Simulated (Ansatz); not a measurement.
The first iterations of a band of F₂H₆OW (10 atoms, charge 0, multiplicity 1).

These are results of Ansatz 0.2.0, RKS PBE/def2-SVP, not measurements.

```
movable images  : 8
climbing image  : no
spring          : 5.0 eV/Å²
optimiser       : quadratic models (default)
start path      : through a guess of the saddle point
force threshold : 0.03 eV/Å
iteration limit : 60
end points      : relaxed
```

Initial state:

```xyz
10
Properties=species:S:1:pos:R:3
W 0.094 0.037 0.034
F -0.097 -0.313 1.881
H 1.401 -1.102 0.366
H -0.959 1.344 0.584
H -1.551 -0.330 -0.194
H -0.360 -1.566 -0.304
F 0.543 0.621 -1.657
O 1.710 1.531 0.785
H 2.428 1.091 1.281
H 1.343 2.216 1.377
```

Final state:

```xyz
10
Properties=species:S:1:pos:R:3
W 0.270 0.237 -0.283
F 0.043 0.180 2.147
H 1.404 -0.775 0.459
H -0.699 1.438 0.395
H -1.351 -0.147 0.007
H -0.198 -1.374 -0.031
F 0.506 0.434 -2.101
O 1.492 1.504 0.758
H 2.388 1.122 0.849
H 0.698 0.909 1.954
```

| iteration | highest image above the first end (eV) | largest band force component (eV/Å) |
| --- | --- | --- |
| 1 | 5.725 | 5.830 |
| 2 | 2.735 | 2.688 |
| 3 | 1.659 | 1.868 |
| 4 | 0.913 | 1.105 |

Does the band converge within its limit, and where does its top end?

The run converged. It ended after 14 iterations with the highest image 0.376 eV above the first end. No image climbed, so the highest image needn't sit at the top of the path. The orbitals stay closed-shell, which can raise the energy where a bond breaks towards radicals; this wasn't checked here.

Time of the run: 4.4 min on 2 threads of Arm Neoverse V1 (shared host), peak memory 0.14 GiB.
